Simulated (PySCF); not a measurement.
Isomers of C6H12P2S, mass 178.013 u with the commonest isotopes. Level of theory: PBE0/pcSseg-1 in PySCF (dipole) on a GFN2-xTB geometry, gas phase. One conformer each, none proved a minimum here; rigid rotors.

Task: Order these by rotational constant B, largest first.
A. `[CH3:1][C:2]1=[CH:3][P@@:4]1(=[S:5])[CH2:6][P:7]([CH3:8])[CH3:9]` with C3–P4–C6–P7 -92°, P4–C6–P7–C8 30°
B. `[PH2:1][CH2:2][CH2:3][P@:4]1(=[S:5])[CH:6]=[CH:7][CH2:8][CH2:9]1` with H–P1–C2–C3 75° and 168°, P1–C2–C3–P4 -175°, C2–C3–P4–S5 57°, C3–P4–C6–C7 -99°, C6–C7–C8–C9 -16°, C7–C8–C9–P4 20°, C3–P4–C9–C8 90°
C. `[PH2:1][P:2](=[S:3])([CH:4]1[CH2:5][CH2:6]1)[CH:7]1[CH2:8][CH2:9]1` with H–P1–P2–S3 66° and -26°, P1–P2–C4–C5 -32°, P1–P2–C7–C8 159°
D. `[CH:1]#[C:2][CH2:3][P@@:4]([CH3:5])(=[S:6])[CH2:7][CH2:8][PH2:9]` with C2–C3–P4–C5 -66°, C3–P4–C7–C8 -93°, P4–C7–C8–P9 65°, C7–C8–P9–H 178° and -89°

Result: C (796.3 MHz), D (689.4 MHz), A (670.9 MHz), B (587.6 MHz).

Task: Order these by out-of-plane moment Σ m c² = (Ia + Ib − Ic)/2, largest first.
A. `[CH:1]#[C:2][CH2:3][P@@:4]([CH3:5])(=[S:6])[CH2:7][CH2:8][PH2:9]` with C2–C3–P4–C5 -66°, C3–P4–C7–C8 -93°, P4–C7–C8–P9 65°, C7–C8–P9–H 178° and -89°
B. `[PH2:1][CH2:2][CH2:3][P@:4]1(=[S:5])[CH:6]=[CH:7][CH2:8][CH2:9]1` with H–P1–C2–C3 75° and 168°, P1–C2–C3–P4 -175°, C2–C3–P4–S5 57°, C3–P4–C6–C7 -99°, C6–C7–C8–C9 -16°, C7–C8–C9–P4 20°, C3–P4–C9–C8 90°
C. `[CH3:1][C:2]1=[CH:3][P@@:4]1(=[S:5])[CH2:6][P:7]([CH3:8])[CH3:9]` with C3–P4–C6–P7 -92°, P4–C6–P7–C8 30°
D. `[PH2:1][P:2](=[S:3])([CH:4]1[CH2:5][CH2:6]1)[CH:7]1[CH2:8][CH2:9]1` with H–P1–P2–S3 66° and -26°, P1–P2–C4–C5 -32°, P1–P2–C7–C8 159°

Result: D (195.32 u·Å²), A (150.64 u·Å²), C (92.01 u·Å²), B (82.99 u·Å²).

Task: Order these by rotational constant A, largest first.
A. `[CH:1]#[C:2][CH2:3][P@@:4]([CH3:5])(=[S:6])[CH2:7][CH2:8][PH2:9]` with C2–C3–P4–C5 -66°, C3–P4–C7–C8 -93°, P4–C7–C8–P9 65°, C7–C8–P9–H 178° and -89°
B. `[PH2:1][CH2:2][CH2:3][P@:4]1(=[S:5])[CH:6]=[CH:7][CH2:8][CH2:9]1` with H–P1–C2–C3 75° and 168°, P1–C2–C3–P4 -175°, C2–C3–P4–S5 57°, C3–P4–C6–C7 -99°, C6–C7–C8–C9 -16°, C7–C8–C9–P4 20°, C3–P4–C9–C8 90°
C. `[CH3:1][C:2]1=[CH:3][P@@:4]1(=[S:5])[CH2:6][P:7]([CH3:8])[CH3:9]` with C3–P4–C6–P7 -92°, P4–C6–P7–C8 30°
D. `[PH2:1][P:2](=[S:3])([CH:4]1[CH2:5][CH2:6]1)[CH:7]1[CH2:8][CH2:9]1` with H–P1–P2–S3 66° and -26°, P1–P2–C4–C5 -32°, P1–P2–C7–C8 159°

Result: C (1533 MHz), B (1433 MHz), A (1325 MHz), D (1221 MHz).

| SMILES | point group | Ia (u·Å²) | Ib (u·Å²) | Ic (u·Å²) | κ | μa (D) | μb (D) | μc (D) |
| --- | --- | --- | --- | --- | --- | --- | --- | --- |
| PCC[P@]1(=S)C=CCC1 | C1 | 352.79 | 860.05 | 1046.86 | -0.78 | 1.17 | 4.01 | 0.38 |
| PP(=S)(C1CC1)C1CC1 | C1 | 413.98 | 634.68 | 658.01 | -0.88 | 1.36 | 2.88 | 1.94 |
| CC1=C[P@@]1(=S)CP(C)C | C1 | 329.61 | 753.32 | 898.90 | -0.78 | 1.59 | 3.44 | 0.19 |
| C#CC[P@@](C)(=S)CCP | C1 | 381.45 | 733.08 | 813.24 | -0.81 | 0.32 | 0.42 | 3.68 |
